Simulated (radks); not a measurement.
The numbers below are computed, except where a source is named.
Spherical quantum dot in the effective-mass picture: electrons in a parabolic well V = omega^2 r^2 / 2 with omega = 0.191, with a point charge +1 (a donor) at the centre, all in effective atomic units (hartree* = m*/eps^2 hartree, bohr* = eps/m* bohr), one dielectric constant everywhere. Level of theory: non-relativistic Kohn-Sham, exchange-only LDA, spin-polarised, spherical densities (a radial shooting solver with Libxc functionals). Levels are named by radial order and angular momentum (1s, 1p, 1d, 2s, ...), and open shells are averaged over m.

N = 32, configuration 1s2 1p6 1d10 2s2 1f(up 7, down 5). This is the lowest configuration that the search found. Occupied levels:

| level | occupation | eigenvalue (hartree*) | <r> (bohr*) |
|---|---|---|---|
| 1s down | 1 | 4.6436 | 2.513 |
| 1s up | 1 | 4.6450 | 2.569 |
| 1p up | 3 | 4.7559 | 6.552 |
| 2s up | 1 | 4.7575 | 6.405 |
| 1p down | 3 | 4.7621 | 6.423 |
| 2s down | 1 | 4.7644 | 6.369 |
| 1d up | 5 | 4.8091 | 7.364 |
| 1d down | 5 | 4.8173 | 7.306 |
| 1f up | 7 | 4.8696 | 7.893 |
| 1f down | 5 | 4.8788 | 7.869 |

Energy (hartree*): total 90.3356, kinetic 4.2778, external 25.560, Hartree 65.213, exchange-correlation -4.7151.

Electron density:

| r (bohr*) | n(r) (e/bohr*^3) |
|---|---|
| 0.663 | 0.1117 |
| 1.77 | 0.01949 |
| 2.88 | 0.006967 |
| 3.99 | 0.006736 |
| 5.10 | 0.008847 |
| 6.21 | 0.01043 |
| 7.31 | 0.009893 |
| 8.42 | 0.006832 |
| 9.53 | 0.003043 |
| 10.6 | 0.0007898 |
| 11.8 | 0.0001142 |
| 12.8 | 9.357e-06 |
| 14.0 | 4.199e-07 |
